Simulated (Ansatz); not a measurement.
Predict a relaxed structure of cis-Mg(H2O)2(hfac)2 (C₁₀H₆F₁₂MgO₆), charge 0, singlet, at r2SCAN-D4/def2-SVP (Ansatz).


```xyz
35

C    -0.269    1.934   -0.270
C    -1.362    2.764    0.417
C    -0.138    2.000   -1.669
C     0.836    1.245   -2.338
C     1.006    1.427   -3.852
C    -0.059   -1.544    2.315
C     0.016   -1.811    3.824
C    -1.315   -1.500    1.693
C    -1.426   -1.331    0.301
C    -2.823   -1.247   -0.332
F    -0.816    3.602    1.307
F    -2.192    1.943    1.077
F    -2.091    3.488   -0.442
F     0.994    0.233   -4.462
F     2.189    2.006   -4.107
F     0.049    2.184   -4.400
F     0.701   -0.827    4.425
F     0.666   -2.961    4.051
F    -1.187   -1.893    4.404
F    -2.965   -2.193   -1.269
F    -2.967   -0.052   -0.925
F    -3.812   -1.390    0.558
Mg    1.361   -0.487   -0.027
O     3.138    0.164    0.894
O     2.316   -2.091   -0.994
O     0.419    1.245    0.525
O     1.636    0.409   -1.836
O     1.070   -1.392    1.773
O    -0.487   -1.215   -0.527
H     3.096   -0.204    1.792
H     3.183    1.124    1.012
H     2.451   -1.779   -1.904
H     1.790   -2.899   -1.071
H    -0.793    2.656   -2.239
H    -2.216   -1.608    2.294
```
 This is one stationary point.

Single mean-field runs in def2-SVP are fitted with def2-universal-jkfit.
